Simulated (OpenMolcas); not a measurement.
# 4d ions of charge +1 along the row

```json
{
 "Program": "OpenMolcas",
 "Method": "SS-CASPT2, IPEA 0.25 Eh, imaginary shift 0.1 Eh",
 "Basis": "ANO-R3",
 "Scalar Hamiltonian": "X2C, finite nucleus",
 "Spin-orbit coupling": "RASSI with atomic mean-field integrals over the reference wave functions, term energies averaged over their components"
}
```

Active space: the 4d shell; CASPT2 also correlates the outermost closed s and p core shells.

B and C come from two terms' centres of gravity (d2, d8: 3P = 15B, 1G = 12B + 2C; d3, d7: 4P = 15B, 2G = 4B + 3C; d4, d6: 3G = 9B + 4C, 3H = 4B + 4C; d5: 4D = 17B + 5C, 4G = 10B + 5C, above the ground term), where all their levels are at least 80 % pure. ζ = ±2S·A comes from the whole width of the ground multiplet by E(J) = (A/2) J(J+1), where its levels are at least 85 % pure. Energies in cm-1.

```
Ion  Configuration  Lowest level  Weight (%)    B     C     ζ  ζ measured
Nb+            4d⁴           ⁵D₀          98  496  1902   496         490
Mo+            4d⁵        ⁶S_5/2          99                             
Ru+            4d⁷        ⁴F_9/2          98  556  2631   921         887
Rh+            4d⁸           ³F₄          99             1010        1023
```

Measured columns use the levels in NIST Handbook of Basic Atomic Spectroscopic Data (Nb+, Ru+, Rh+).

The computed ζ goes from 496 (Nb+) to 1010 cm-1 (Rh+), a factor of 2.04, rising at every step. It departs from the measured column by -1 to +4 %.

CASPT2 does not keep the components of a term degenerate, so their means are used; among the low terms the widest spread is 700 cm-1 (4d⁷ ⁴F, Ru+). Configurations with an s electron lie low at this charge and mix in, so terms can be misplaced. The CASPT2 spread within a term exceeds the gap to the next term for 4d⁴ ³D and 4d⁴ ¹G(1), 4d⁴ ³P(2) and 4d⁴ ³F(2), so the order of their levels is uncertain, and so are names and mixing where such terms share a J (figures for Nb+; the like holds for Mo+, Ru+). Some high roots are left out of the spin-orbit mixing, which shifts the levels that they would mix with (holds for Nb+; Mo+). Some terms miss by over 15 % even with CASPT2, which points to a basis or an active space too small for the shells correlated (holds for Nb+; Ru+). Computed and measured levels are paired by configuration, term and J; levels that our copy of the source lacks, or whose pairing is in doubt (as where it misses far off the trend of its configuration), stay unpaired and out of the deviations. Levels of configurations outside the active space are missing.

A number in round brackets counts repeated terms of one configuration in the order of the reference energies.
